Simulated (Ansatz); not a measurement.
Two isomers of C2H10AlBSi: A = `B[SiH2][CH2][AlH][CH3]`, B = `C[BH][AlH][SiH2]C`.

Gas-phase electronic energies from Ansatz, PBE0-D4/def2-TZVP geometries. CCSD(T)/CBS is the MP2 limit (def2-TZVPP, def2-QZVPP) plus CCSD(T) − MP2 in def2-TZVPP, frozen cores. Functionals use def2-TZVPP. B3LYP here is the variant with VWN-RPA as its local correlation; programs differ in this. One conformer a species, not always the lowest.

A:

Z-matrix (Å, degrees):
```
Si
C 1 1.874
B 1 2.013 2 109.4
H 1 1.495 2 108.8 3 122.9
H 1 1.498 2 113.2 3 -119.2
Al 2 1.949 1 107.5 3 -57.5
H 2 1.093 1 112.5 3 176.9
H 2 1.099 1 107.3 3 58.5
H 3 1.200 1 119.0 2 -49.7
H 3 1.196 1 124.0 2 134.8
C 6 1.959 2 117.1 1 38.0
H 6 1.590 2 122.9 1 -139.2
H 11 1.100 6 114.7 2 19.7
H 11 1.095 6 112.1 2 140.5
H 11 1.096 6 110.3 2 -101.1
```

B:

Z-matrix (Å, degrees):
```
C
B 1 1.559
H 1 1.105 2 103.2
H 1 1.091 2 117.4 3 116.8
H 1 1.094 2 113.9 3 -113.0
Al 2 2.125 1 126.9 3 -97.5
H 2 1.208 1 115.2 3 76.8
Si 6 2.469 2 121.4 1 83.5
H 6 1.599 2 121.2 1 -97.5
C 8 1.886 6 114.2 2 -1.2
H 8 1.496 6 109.9 2 121.3
H 8 1.497 6 109.4 2 -123.2
H 10 1.092 8 110.8 6 60.3
H 10 1.092 8 111.1 6 -179.5
H 10 1.093 8 110.8 6 -59.3
```

(1) Which isomer does CCSD(T)/CBS put lower? Give the gap. (An estimate is asked.)

(2) Give E(B) − E(A) in kJ/mol with ωB97M-V, B3LYP-D4, B2PLYP, PBE0-D4, PBE-D4, r2SCAN-D4, MP2/def2-TZVPP. (Estimate.)

Largest T1 diagnostic: 0.012.

Results:

(1) Ansatz gave: A, by 15.9 kJ/mol.

(2) Computed: ωB97M-V 21.5, B3LYP-D4 10.7, B2PLYP 10.0, PBE0-D4 2.8, PBE-D4 -0.7, r2SCAN-D4 11.7, MP2/def2-TZVPP 25.3. The order is the other way round with PBE-D4.

In def2-TZVPP, CCSD(T) changes the Hartree–Fock value by +13.0 kJ/mol (the triples alone add +2.3 kJ/mol) and MP2 by +24.4 kJ/mol. From PBE to PBE0 (25 % exact exchange), in def2-TZVPP and without D4, E(B) − E(A) moves by +4.5 kJ/mol.
